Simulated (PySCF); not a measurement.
Compound: C6H4N4.
SMILES with atom numbers: `[CH2:1]=[CH:2][c:3]1[n:4][n:5][cH:6][c:7]([C:8]#[N:9])[n:10]1`

Geometry (GFN2-xTB, Å), atoms numbered from 1 in this order:
```
atom  x, y, z in Å
C1    -1.6984    1.7755    1.1880
C2    -1.1177    0.6491    1.5853
C3    -0.2328   -0.1237    0.7306
N4     0.2870   -1.2371    1.2497
N5     1.0819   -1.9703    0.5367
C6     1.3763   -1.6157   -0.6985
C7     0.8260   -0.4372   -1.2388
C8     1.1380   -0.0431   -2.5695
N9     1.4276    0.2211   -3.6451
N10    0.0141    0.3106   -0.5113
H11   -2.3511    2.3346    1.8355
H12   -1.5303    2.1634    0.1971
H13   -1.2637    0.2315    2.5704
H14    2.0423   -2.2590   -1.2522
```

NICS is the negative of the GIAO shielding at a point without a nucleus: at the ring centre (0) and 1 Å above and below it (1); zz is the component along the ring normal. Level: GIAO PBE0/pcSseg-1 (PySCF, non-relativistic, gas phase) on the GFN2-xTB geometry, one conformer.

Ring bond lengths (Å), with Mayer bond orders in brackets: C3–N4 1.334 (1.39), N4–N5 1.295 (1.35), N5–C6 1.318 (1.48), C6–C7 1.408 (1.25), C7–N10 1.322 (1.52), N10–C3 1.339 (1.36).

Problem. Give the NICS values of each ring in ppm.

Solution. 
```json
{"ring": "C3–N4–N5–C6–C7–N10", "type": "6-membered ring with 3 N; formal bonds all aromatic", "NICS(0)": "-3.0", "NICS(1), two faces": "-10.1 / -10.0", "NICS(1)zz, two faces": "-22.9 / -22.9", "rms pucker (Å)": "0.00", "centre to ring atoms, mean (Å)": "1.34"}
```

Problem. What can be read from them?

Solution. 
- C3–N4–N5–C6–C7–N10: mean NICS(1)zz -22.9 ppm, shielded, aromatic by this magnetic criterion (flat ring, no four-coordinate atom). NICS(0) lies 7 ppm above the mean NICS(1).

Problem. What does the geometric index give? Use HOMA with the parameters of Krygowski (1993).

Solution. 
- C3–N4–N5–C6–C7–N10: HOMA 0.97; the largest term is that of C6–C7, α(R − Ropt)² = 0.11. The geometric and the magnetic index point the same way.

Problem. What is the mean of the two in-plane components of NICS at the first NICS(1) probe listed for ring C3–N4–N5–C6–C7–N10, 1 Å off the ring?

Solution. The isotropic value is a third of the trace: (3 × -10.1 − (-22.9))/2 = -3.7 ppm.

Problem. Give the inner angles of the rings and the Hirshfeld charges of the ring atoms.

Solution. 
- C3–N4–N5–C6–C7–N10: C3 124.1° (+0.122 e), N4 119.8° (-0.091 e), N5 120.0° (-0.074 e), C6 119.8° (+0.023 e), C7 120.1° (+0.088 e), N10 116.1° (-0.115 e); sum 720.0° against 720° for a flat convex ring.

Problem. How shielded are the nuclei of the rings and their hydrogens (means over atoms taken as equivalent)?

Solution. 
| atoms | environment | σ isotropic (ppm) |
| --- | --- | --- |
| C3 | substituted aromatic carbon | 19.3 |
| N4 | pyridine-type nitrogen | -186.6 |
| N5 | pyridine-type nitrogen | -233.2 |
| C6 | aromatic CH next to a ring nitrogen | 31.3 |
| C7 | substituted aromatic carbon | 47.8 |
| N10 | pyridine-type nitrogen | -48.9 |
| H14 | aromatic hydrogen | 22.14 |
